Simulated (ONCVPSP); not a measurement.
Cu: one change to an ONCV potential, before and after

```
Element                 : Cu
Generator               : ONCVPSP 4.0.1
Type                    : optimised norm-conserving Vanderbilt (ONCV)
Functional              : PBE
Relativity              : scalar-relativistic
Frozen core             : [Ne]
Valence charge          : 19
Reference configuration : 3s2 3p6 3d10 (charge +1)
Partial waves           : 3s: rc 1.15 bohr, ncon 4, nbas 7, qcut 13.8 1/bohr, 2 projectors, debl 2.9 Ha; 3p: rc 0.75 bohr, ncon 3, nbas 6, qcut 11.7 1/bohr, 2 projectors, debl 0.4 Ha; 3d: rc 0.90 bohr, ncon 4, nbas 8, qcut 15.6 1/bohr, 1 projector
Local potential         : polynomial inside 0.60 bohr (lpopt 5, dvloc0 0 Ha)
Core correction         : Teter function, fcfact 3.75, rcfact 1.8
```

In the s channel the program set the typed energies aside and used -4.532, 0.250 Ha. In the p channel the program set the typed energies aside and used -2.969, 0.250 Ha.

All-electron outer shells of the reference configuration (PBE, scalar-relativistic, ld1.x):

```tsv
shell	level (eV)	outermost node (bohr)	outermost maximum (bohr)
3s	-123.32	0.29	0.61
3p	-80.79	0.26	0.62
3d	-13.66	–	0.60
```

Change: s: rc 1.52. In the s channel the program set the typed energies aside and used -4.532, 0.050 Ha. In the p channel the program set the typed energies aside and used -2.969, 0.250 Ha.

Cutoffs: the cutoffs (Ha) at which the residual kinetic energy of the hardest occupied pseudo-wave falls to 1 and 0.1 mHa per electron; they do not see the model core or the augmentation charge, which bear on the density cutoff. Errors are all-electron minus pseudo energies relative to the spin-unpolarised reference configuration.

Predict the effect on cutoff, ghosts and configuration errors.

The potential gets neither clearly harder nor softer (104 Ha and 180 Ha → 104 Ha and 180 Ha); the d channel sets the loose cutoff, while the largest relative change is in s, which becomes softer; of the 4 tests that both files solve, the error grows in 1 and shrinks in 1 by more than 15 % and 0.3 meV (median size 1.6 → 3.1 meV); neither file shows a bound ghost.

```csv
quantity,base,changed
"cutoff, loose",104 Ha,104 Ha
"cutoff, tight",180 Ha,180 Ha
loose cutoff by channel,"s 57 Ha, p 43 Ha, d 104 Ha","s 25 Ha, p 43 Ha, d 104 Ha"
bound ghosts,none,none
GHOST(+) flags under 300 eV,none,none
"error for 3s2 3p6 3d10 4s1, meV [ΔE -8.15 eV]",-0.2,+0.2
"error for 3s2 3p6 3d9, meV [ΔE 21.33 eV]",-2.2,-2.0
"error for 3s2 3p6 3d8, meV [ΔE 60.35 eV]",-6.4,-4.2
"error for 3s2 3p6 3d7, meV [ΔE 120.06 eV]",+1.0,+11
p: phases at 0.76 bohr within 0.05 rad from the reference energy up to (Ha; the scan ends near 5),to the end of the scan,to the end of the scan
d: phases at 0.91 bohr within 0.05 rad from the reference energy up to (Ha; the scan ends near 5),to the end of the scan,to the end of the scan
"rms error of d²Exc/dni dnj with the model core, mHa",3.44,4.15
```
